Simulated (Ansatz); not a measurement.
Born–Oppenheimer molecular dynamics of CH₇BSn (10 atoms, charge 0, multiplicity 1). It starts at the highest image of a converged band, a first-order saddle point between two minima.

Level of theory: RKS r2SCAN-D4/def2-SVP in Ansatz.

```json
{
 "ensemble": "NVE (velocity Verlet)",
 "time step": "0.5 fs",
 "steps asked": "200",
 "starting velocities drawn for": "100 K",
 "seed": "6284"
}
```

Frames 1 fs apart, positions in Å, forces in eV/Å.

Velocities at 55 fs (Å/ps):

```
C -0.99 1.94 -3.32
B -1.14 2.44 -1.15
Sn 0.09 -0.83 0.66
H 7.42 2.79 11.22
H -12.03 1.03 6.44
H -4.90 -3.95 -9.69
H 15.83 14.34 -1.55
H -3.44 16.66 -24.67
H -10.62 12.71 -29.52
H 21.79 4.80 22.14
```

```xyz
10
Properties=species:S:1:pos:R:3:forces:R:3 time_fs=55 energy_less_start_eV=-0.127 T=223
C -1.187 0.873 -0.636 -0.54 -0.44 -1.20
B 0.054 0.000 -0.886 0.24 -0.31 0.24
Sn 1.452 -0.472 0.878 0.59 0.84 -0.85
H -1.961 0.061 -0.561 0.15 0.18 0.25
H -1.552 1.448 -1.516 0.25 0.01 0.28
H -1.203 1.464 0.263 -0.18 0.37 0.68
H 0.330 -0.382 -2.004 0.02 -0.06 0.11
H 3.050 -0.729 0.233 -0.22 -0.25 0.13
H 1.688 1.159 1.443 -0.13 -0.15 0.22
H 1.235 -1.478 2.214 -0.19 -0.20 0.14
10
Properties=species:S:1:pos:R:3:forces:R:3 time_fs=56 energy_less_start_eV=-0.110 T=207
C -1.188 0.875 -0.640 -0.42 -0.47 -1.12
B 0.053 0.002 -0.887 0.27 -0.30 0.23
Sn 1.452 -0.472 0.878 0.56 0.77 -0.78
H -1.953 0.064 -0.549 0.01 0.04 0.22
H -1.563 1.449 -1.508 0.21 0.07 0.10
H -1.209 1.462 0.257 -0.13 0.46 0.82
H 0.346 -0.367 -2.005 0.01 -0.06 0.12
H 3.045 -0.714 0.208 -0.23 -0.26 0.16
H 1.677 1.171 1.414 -0.12 -0.16 0.25
H 1.256 -1.474 2.237 -0.16 -0.09 0.00
10
Properties=species:S:1:pos:R:3:forces:R:3 time_fs=57 energy_less_start_eV=-0.098 T=195
C -1.190 0.876 -0.645 -0.26 -0.33 -0.68
B 0.052 0.004 -0.888 0.29 -0.28 0.23
Sn 1.452 -0.473 0.879 0.51 0.70 -0.69
H -1.945 0.068 -0.534 -0.14 -0.12 0.19
H -1.572 1.451 -1.500 0.14 0.15 -0.12
H -1.216 1.465 0.258 -0.07 0.35 0.65
H 0.362 -0.354 -2.005 0.00 -0.06 0.11
H 3.038 -0.701 0.186 -0.23 -0.27 0.19
H 1.665 1.182 1.388 -0.10 -0.17 0.27
H 1.275 -1.471 2.260 -0.13 0.02 -0.15
10
Properties=species:S:1:pos:R:3:forces:R:3 time_fs=58 energy_less_start_eV=-0.083 T=180
C -1.191 0.878 -0.650 -0.14 -0.08 -0.04
B 0.051 0.006 -0.888 0.30 -0.25 0.25
Sn 1.452 -0.474 0.879 0.45 0.63 -0.60
H -1.938 0.071 -0.518 -0.25 -0.23 0.14
H -1.579 1.454 -1.492 0.06 0.22 -0.31
H -1.224 1.470 0.266 0.00 0.11 0.25
H 0.378 -0.341 -2.003 -0.01 -0.07 0.10
H 3.030 -0.691 0.166 -0.20 -0.28 0.21
H 1.651 1.190 1.365 -0.08 -0.17 0.29
H 1.293 -1.468 2.281 -0.12 0.12 -0.29
10
Properties=species:S:1:pos:R:3:forces:R:3 time_fs=59 energy_less_start_eV=-0.061 T=160
C -1.193 0.879 -0.655 -0.11 0.15 0.57
B 0.051 0.007 -0.889 0.30 -0.21 0.28
Sn 1.453 -0.474 0.880 0.37 0.57 -0.52
H -1.933 0.071 -0.500 -0.29 -0.25 0.08
H -1.587 1.459 -1.488 0.00 0.23 -0.41
H -1.231 1.477 0.276 0.07 -0.15 -0.19
H 0.394 -0.329 -2.001 -0.01 -0.07 0.07
H 3.019 -0.683 0.147 -0.16 -0.29 0.22
H 1.637 1.198 1.344 -0.06 -0.17 0.31
H 1.310 -1.463 2.299 -0.10 0.19 -0.40
10
Properties=species:S:1:pos:R:3:forces:R:3 time_fs=60 energy_less_start_eV=-0.038 T=137
C -1.195 0.880 -0.660 -0.19 0.29 0.97
B 0.051 0.009 -0.889 0.28 -0.17 0.30
Sn 1.453 -0.475 0.880 0.28 0.54 -0.47
H -1.932 0.070 -0.482 -0.25 -0.18 -0.01
H -1.593 1.467 -1.487 0.00 0.16 -0.39
H -1.238 1.482 0.284 0.14 -0.34 -0.53
H 0.410 -0.317 -1.998 -0.02 -0.08 0.05
H 3.006 -0.678 0.130 -0.09 -0.30 0.21
H 1.623 1.203 1.326 -0.04 -0.16 0.32
H 1.326 -1.457 2.314 -0.10 0.24 -0.47
10
Properties=species:S:1:pos:R:3:forces:R:3 time_fs=61 energy_less_start_eV=-0.018 T=118
C -1.197 0.881 -0.664 -0.35 0.31 1.10
B 0.051 0.010 -0.889 0.24 -0.13 0.33
Sn 1.453 -0.476 0.881 0.18 0.53 -0.44
H -1.933 0.067 -0.463 -0.14 -0.03 -0.11
H -1.600 1.476 -1.490 0.04 0.02 -0.26
H -1.244 1.484 0.287 0.19 -0.41 -0.69
H 0.425 -0.306 -1.995 -0.02 -0.08 0.03
H 2.993 -0.676 0.116 -0.02 -0.30 0.20
H 1.608 1.207 1.312 -0.01 -0.15 0.33
H 1.341 -1.448 2.324 -0.10 0.25 -0.49
10
Properties=species:S:1:pos:R:3:forces:R:3 time_fs=62 energy_less_start_eV=-0.005 T=105
C -1.200 0.883 -0.667 -0.52 0.22 0.99
B 0.052 0.011 -0.888 0.20 -0.09 0.35
Sn 1.453 -0.476 0.881 0.08 0.54 -0.45
H -1.935 0.063 -0.446 -0.02 0.13 -0.23
H -1.607 1.485 -1.496 0.10 -0.16 -0.07
H -1.248 1.483 0.284 0.22 -0.35 -0.65
H 0.441 -0.296 -1.992 -0.03 -0.08 0.01
H 2.980 -0.676 0.103 0.06 -0.30 0.18
H 1.593 1.210 1.300 0.02 -0.13 0.34
H 1.355 -1.437 2.329 -0.11 0.22 -0.47
10
Properties=species:S:1:pos:R:3:forces:R:3 time_fs=63 energy_less_start_eV=0.003 T=98
C -1.202 0.885 -0.670 -0.63 0.02 0.68
B 0.052 0.012 -0.888 0.15 -0.04 0.35
Sn 1.454 -0.477 0.881 -0.01 0.57 -0.49
H -1.937 0.060 -0.431 0.07 0.26 -0.33
H -1.613 1.492 -1.502 0.16 -0.32 0.10
H -1.250 1.478 0.274 0.23 -0.17 -0.41
H 0.456 -0.287 -1.988 -0.04 -0.08 0.00
H 2.967 -0.680 0.092 0.14 -0.29 0.16
H 1.578 1.211 1.292 0.04 -0.11 0.34
H 1.368 -1.424 2.330 -0.12 0.17 -0.40
10
Properties=species:S:1:pos:R:3:forces:R:3 time_fs=64 energy_less_start_eV=0.010 T=90
C -1.206 0.886 -0.672 -0.63 -0.27 0.27
B 0.053 0.013 -0.886 0.09 0.01 0.35
Sn 1.454 -0.477 0.881 -0.08 0.63 -0.57
H -1.938 0.060 -0.419 0.11 0.32 -0.40
H -1.617 1.497 -1.508 0.19 -0.42 0.20
H -1.249 1.471 0.261 0.23 0.10 -0.04
H 0.471 -0.279 -1.984 -0.06 -0.07 0.01
H 2.956 -0.687 0.083 0.20 -0.28 0.14
H 1.563 1.211 1.287 0.07 -0.09 0.34
H 1.380 -1.410 2.327 -0.14 0.08 -0.29
10
Properties=species:S:1:pos:R:3:forces:R:3 time_fs=65 energy_less_start_eV=0.019 T=82
C -1.210 0.888 -0.673 -0.51 -0.57 -0.11
B 0.054 0.014 -0.885 0.04 0.05 0.33
Sn 1.454 -0.477 0.882 -0.14 0.69 -0.69
H -1.939 0.064 -0.411 0.08 0.31 -0.43
H -1.619 1.497 -1.511 0.18 -0.44 0.22
H -1.247 1.466 0.248 0.22 0.38 0.36
H 0.485 -0.271 -1.980 -0.08 -0.07 0.02
H 2.946 -0.696 0.074 0.25 -0.26 0.12
H 1.549 1.211 1.285 0.10 -0.07 0.33
H 1.390 -1.394 2.322 -0.15 -0.02 -0.14
10
Properties=species:S:1:pos:R:3:forces:R:3 time_fs=66 energy_less_start_eV=0.026 T=75
C -1.214 0.889 -0.675 -0.28 -0.80 -0.32
B 0.055 0.015 -0.883 0.00 0.09 0.31
Sn 1.455 -0.478 0.882 -0.18 0.77 -0.83
H -1.939 0.069 -0.407 -0.01 0.22 -0.41
H -1.619 1.494 -1.512 0.13 -0.37 0.13
H -1.242 1.464 0.237 0.20 0.57 0.63
H 0.498 -0.264 -1.976 -0.10 -0.06 0.03
H 2.939 -0.707 0.068 0.27 -0.24 0.12
H 1.536 1.210 1.287 0.13 -0.05 0.32
H 1.399 -1.379 2.315 -0.17 -0.14 0.03
```

Of the whole run (100 fs, mean temperature of the second half 200 K): The conserved energy stayed within 0.05 meV per atom of its start (net change 0.013 meV per atom), so the integration is sound. The kinetic energy rose, since the run started high on the potential surface and went downhill. A run of 0.1 ps of so small a system gives no equilibrium averages. The orbitals stay closed-shell, which can raise the energy where a bond breaks towards radicals; this wasn't checked here.

Run time: 4.4 min on 2 threads of Intel(R) Xeon(R) Platinum 8488C (Sapphire Rapids), with other jobs on the host, peak memory 0.17 GiB.
